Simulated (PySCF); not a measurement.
Fractional electron number in Sn⁺ (tin, charge +1)

The 5p alpha orbital of [Kr] 4d10 5s2 5p1 is emptied in steps (occupation f), with all orbitals relaxed, ending at [Kr] 4d10 5s2. Calculation: PySCF 2.14, in x2c-TZVPall; the spin-free X2C one-electron Hamiltonian (Gaussian nucleus). The exact energy is a straight line in f; departures are measured from the line between the end points of the same method.

```json
{"f": "1", "UHF (eV)": "0.000", "LDA (eV)": "0.000", "PBE (eV)": "0.000", "PBE0 (eV)": "0.000", "r2SCAN (eV)": "0.000", "LC-wPBE (eV)": "0.000", "BHandHLYP (eV)": "0.000", "wB97X (eV)": "0.000", "BLYP (eV)": "0.000", "r2SCAN0 (eV)": "0.000"}
{"f": "0.75", "UHF (eV)": "0.052", "LDA (eV)": "-0.696", "PBE (eV)": "-0.674", "PBE0 (eV)": "-0.491", "r2SCAN (eV)": "-0.633", "LC-wPBE (eV)": "-0.034", "BHandHLYP (eV)": "-0.334", "wB97X (eV)": "-0.101", "BLYP (eV)": "-0.696", "r2SCAN0 (eV)": "-0.467"}
{"f": "0.5", "UHF (eV)": "0.068", "LDA (eV)": "-0.932", "PBE (eV)": "-0.898", "PBE0 (eV)": "-0.652", "r2SCAN (eV)": "-0.834", "LC-wPBE (eV)": "-0.040", "BHandHLYP (eV)": "-0.446", "wB97X (eV)": "-0.139", "BLYP (eV)": "-0.932", "r2SCAN0 (eV)": "-0.612"}
{"f": "0.25", "UHF (eV)": "0.050", "LDA (eV)": "-0.700", "PBE (eV)": "-0.673", "PBE0 (eV)": "-0.485", "r2SCAN (eV)": "-0.611", "LC-wPBE (eV)": "-0.025", "BHandHLYP (eV)": "-0.334", "wB97X (eV)": "-0.109", "BLYP (eV)": "-0.700", "r2SCAN0 (eV)": "-0.446"}
{"f": "0", "UHF (eV)": "0.000", "LDA (eV)": "0.000", "PBE (eV)": "0.000", "PBE0 (eV)": "0.000", "r2SCAN (eV)": "0.000", "LC-wPBE (eV)": "0.000", "BHandHLYP (eV)": "0.000", "wB97X (eV)": "0.000", "BLYP (eV)": "0.000", "r2SCAN0 (eV)": "0.000"}
```

| method | E(f=0) − E(f=1) (eV) | −ε at f=1 (eV) | −ε at f=0.5 (eV) |
| --- | --- | --- | --- |
| UHF | 13.717 | 13.999 | 13.713 |
| LDA | 14.389 | 10.696 | 14.377 |
| PBE | 14.207 | 10.621 | 14.209 |
| PBE0 | 14.240 | 11.617 | 14.255 |
| r2SCAN | 14.336 | 10.938 | 14.391 |
| LC-wPBE | 14.368 | 14.172 | 14.391 |
| BHandHLYP | 14.190 | 12.411 | 14.190 |
| wB97X | 14.120 | 13.599 | 14.097 |
| BLYP | 14.128 | 10.434 | 14.117 |
| r2SCAN0 | 14.357 | 11.844 | 14.408 |

Orbital energy along the path (eV):

| f | UHF | LDA | PBE | PBE0 | r2SCAN | LC-wPBE | BHandHLYP | wB97X | BLYP | r2SCAN0 |
| --- | --- | --- | --- | --- | --- | --- | --- | --- | --- | --- |
| 1 | -13.999 | -10.696 | -10.621 | -11.617 | -10.938 | -14.172 | -12.411 | -13.599 | -10.434 | -11.844 |
| 0.75 | -13.853 | -12.519 | -12.407 | -12.938 | -12.669 | -14.291 | -13.299 | -13.837 | -12.259 | -13.135 |
| 0.5 | -13.713 | -14.377 | -14.209 | -14.255 | -14.391 | -14.391 | -14.190 | -14.097 | -14.117 | -14.408 |
| 0.25 | -13.580 | -16.254 | -16.009 | -15.551 | -16.047 | -14.458 | -15.081 | -14.392 | -15.993 | -15.617 |
| 0 | -13.452 | -18.114 | -17.775 | -16.800 | -17.391 | -14.462 | -15.975 | -14.717 | -17.861 | -16.557 |

Reference removal energy between the ground levels: 14.633 eV (measured; NIST Atomic Spectra Database, ionization energies). The calculation has no spin-orbit coupling. UHF lacks correlation.
